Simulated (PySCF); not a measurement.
H6OSi2Zn, SMILES [SiH3][O][Zn][SiH3]. Atoms are numbered in the order given.

```xyz
10

Zn    -0.1858     0.1340     0.3686
Si    -1.7197     1.3341     1.6650
H     -2.2709     0.4856     2.7675
H     -2.8689     1.8082     0.8318
H     -1.0765     2.5345     2.2853
O      1.0082    -0.8055    -0.5519
Si     1.5998    -1.2155    -2.0211
H      0.5634    -1.8841    -2.8782
H      2.7492    -2.1631    -1.8791
H      2.0896    -0.0184    -2.7846
```

Coordinates come from a PBE0-D3(BJ)/def2-SVP optimisation. The structure was generated by enumeration; whether it is a known compound was not checked. The values are those of a single conformer.

These are TDA-B3LYP/def2-SVPD (PySCF) values and carry that method's errors.

Vertical excitations. The molecule is in vacuum.

Computed UV-visible absorptions:
```tsv
state	energy (eV)	λ (nm)	f	main pairs
S1	5.75	216	0.000	HOMO→LUMO 94 %
S2	5.84	212	0.004	HOMO−1→LUMO 53 %, HOMO→LUMO+1 42 %
S3	5.90	210	0.007	HOMO−1→LUMO+1 82 %, HOMO→LUMO+2 13 %
S4	5.98	207	0.010	HOMO→LUMO+2 79 %, HOMO−1→LUMO+1 14 %
S5	6.04	205	0.042	HOMO−1→LUMO+2 87 %
S6	6.17	201	0.081	HOMO→LUMO+1 51 %, HOMO−1→LUMO 38 %
S7	6.58	188	0.103	HOMO−2→LUMO 92 %
S8	6.61	188	0.091	HOMO−2→LUMO+1 89 %
S9	6.81	182	0.585	HOMO−2→LUMO+2 80 %
S10	7.54	164	0.001	HOMO→LUMO+3 78 %, HOMO→LUMO+5 13 %
T1	5.33	233	0	HOMO−1→LUMO 58 %, HOMO−2→LUMO 36 %
T2	5.38	231	0	HOMO−1→LUMO+1 51 %, HOMO−2→LUMO+1 47 %
T3	5.55	223	0	HOMO−1→LUMO+2 70 %, HOMO−2→LUMO+2 15 %
T4	5.58	222	0	HOMO→LUMO 65 %, HOMO→LUMO+2 30 %
```
Triplets are in the Tamm–Dancoff approximation.
